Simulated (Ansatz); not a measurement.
Geometry optimisation, RKS PBE/def2-SVP in Ansatz 0.2.0.

input.yaml

```yaml
crystal:
  periodic: [false, false, false]
  atoms:
    - { symbol: Ta, position_ang: [-0.338236, -0.186554, 0.176867] }
    - { symbol: O, position_ang: [1.662693, -0.350763, 0.0718] }
    - { symbol: H, position_ang: [2.044836, -0.663186, 0.913403] }
    - { symbol: O, position_ang: [-0.130942, -0.732886, 2.027525] }
    - { symbol: H, position_ang: [0.273362, -1.213506, 2.770918] }
    - { symbol: O, position_ang: [-0.043956, 0.162387, -1.693949] }
    - { symbol: H, position_ang: [0.557082, -0.236876, -2.354716] }
    - { symbol: O, position_ang: [-1.355461, 1.399278, 0.50887] }
    - { symbol: H, position_ang: [-0.874488, 2.237382, 0.672378] }
    - { symbol: O, position_ang: [-1.490751, -1.686708, -0.208616] }
    - { symbol: H, position_ang: [-1.790445, -2.207373, 0.559187] }
    - { symbol: F, position_ang: [1.253616, 2.46276, 0.691191] }
    - { symbol: H, position_ang: [1.821289, 1.831543, 0.295042] }
basis:
  gaussian: { orbitals: def2-SVP }
hamiltonian:
  xc: pbe
relax:
  f_tol: 0.03
  max_steps: 50
```

Command:

```bash
$ ansatz run input.yaml --threads 4 --pin off --max-ram 5120MiB --backend cpu --events-out ev --progress --plain --runs-dir out
```

Problem. Where does it end, and by what steps?

Solution. It converged. After 26 steps the energy has fallen by 1.017 eV; H13 moved furthest, 1.91 Å. Parted: F12–H13 (0.94 → 2.46 Å). Joined: Ta1–F12 (3.13 → 1.96 Å), O2–H13 (2.20 → 0.98 Å).

```json
{"step": "0", "energy less start (eV)": "0.0000", "largest force component (eV/Å)": "0.627", "accepted": "yes"}
{"step": "1", "energy less start (eV)": "-0.1114", "largest force component (eV/Å)": "0.536", "accepted": "yes"}
{"step": "2", "energy less start (eV)": "-0.1842", "largest force component (eV/Å)": "0.703", "accepted": "yes"}
{"step": "3", "energy less start (eV)": "-0.1992", "largest force component (eV/Å)": "0.629", "accepted": "yes"}
{"step": "4", "energy less start (eV)": "-0.2303", "largest force component (eV/Å)": "0.148", "accepted": "yes"}
{"step": "5", "energy less start (eV)": "-0.2630", "largest force component (eV/Å)": "0.232", "accepted": "yes"}
{"step": "6", "energy less start (eV)": "-0.3193", "largest force component (eV/Å)": "0.343", "accepted": "yes"}
{"step": "7", "energy less start (eV)": "-0.3452", "largest force component (eV/Å)": "0.616", "accepted": "yes"}
{"step": "8", "energy less start (eV)": "-0.3903", "largest force component (eV/Å)": "0.368", "accepted": "yes"}
{"step": "9", "energy less start (eV)": "-0.4430", "largest force component (eV/Å)": "0.392", "accepted": "yes"}
{"step": "10", "energy less start (eV)": "-0.5026", "largest force component (eV/Å)": "1.366", "accepted": "yes"}
{"step": "11", "energy less start (eV)": "-0.5962", "largest force component (eV/Å)": "0.708", "accepted": "yes"}
{"step": "12", "energy less start (eV)": "-0.7061", "largest force component (eV/Å)": "0.750", "accepted": "yes"}
{"step": "13", "energy less start (eV)": "-0.8037", "largest force component (eV/Å)": "0.489", "accepted": "yes"}
{"step": "14", "energy less start (eV)": "-0.8502", "largest force component (eV/Å)": "0.875", "accepted": "yes"}
{"step": "15", "energy less start (eV)": "-0.8799", "largest force component (eV/Å)": "0.958", "accepted": "yes"}
{"step": "16", "energy less start (eV)": "-0.9172", "largest force component (eV/Å)": "0.716", "accepted": "yes"}
{"step": "17", "energy less start (eV)": "-0.9657", "largest force component (eV/Å)": "0.499", "accepted": "yes"}
{"step": "18", "energy less start (eV)": "-0.9776", "largest force component (eV/Å)": "0.757", "accepted": "yes"}
{"step": "19", "energy less start (eV)": "-1.0032", "largest force component (eV/Å)": "0.164", "accepted": "yes"}
{"step": "20", "energy less start (eV)": "-1.0091", "largest force component (eV/Å)": "0.078", "accepted": "yes"}
{"step": "21", "energy less start (eV)": "-1.0130", "largest force component (eV/Å)": "0.102", "accepted": "yes"}
{"step": "22", "energy less start (eV)": "-1.0153", "largest force component (eV/Å)": "0.064", "accepted": "yes"}
{"step": "23", "energy less start (eV)": "-1.0163", "largest force component (eV/Å)": "0.066", "accepted": "yes"}
{"step": "24", "energy less start (eV)": "-1.0168", "largest force component (eV/Å)": "0.068", "accepted": "yes"}
{"step": "25", "energy less start (eV)": "-1.0174", "largest force component (eV/Å)": "0.038", "accepted": "yes"}
{"step": "26", "energy less start (eV)": "-1.0175", "largest force component (eV/Å)": "0.016", "accepted": "yes"}
```

```xyz
13
Properties=species:S:1:pos:R:3
Ta -0.328 0.310 0.201
O 1.842 -0.691 0.011
H 1.691 -1.016 0.941
O 0.139 -0.600 1.951
H 0.418 0.036 2.638
O 0.063 0.679 -1.644
H 0.659 0.256 -2.284
O -1.905 1.338 0.527
H -1.962 2.291 0.712
O -1.112 -1.413 -0.162
H -1.231 -2.124 0.491
F 0.840 1.704 0.921
H 2.475 0.047 0.126
```

Whether the end is a true minimum wasn't checked by a vibrational analysis.

Time of the run: 62 s on 4 threads of Arm Neoverse V1, on a shared host, peak memory 0.21 GiB.
